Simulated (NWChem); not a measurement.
# AlBrCl$_{2}$; SMILES [Br][Al]([Cl])[Cl]

All runs: NWChem. Pople sets run with spherical d functions. Structure relaxed at the B3LYP/6-31G* (spherical d) level. Field at 589 nm.

For level B3LYP/def2-SVP:

```
Property                          Value
--------------------------------  -----
isotropic polarisability (bohr³)   53.3
anisotropy (bohr³)                 26.3
```

Problem. How do the values read with level B3LYP/6-31G* instead?

Solution. The isotropic polarisability (bohr³) comes out as 56.7. The anisotropy (bohr³) comes out as 29.2.
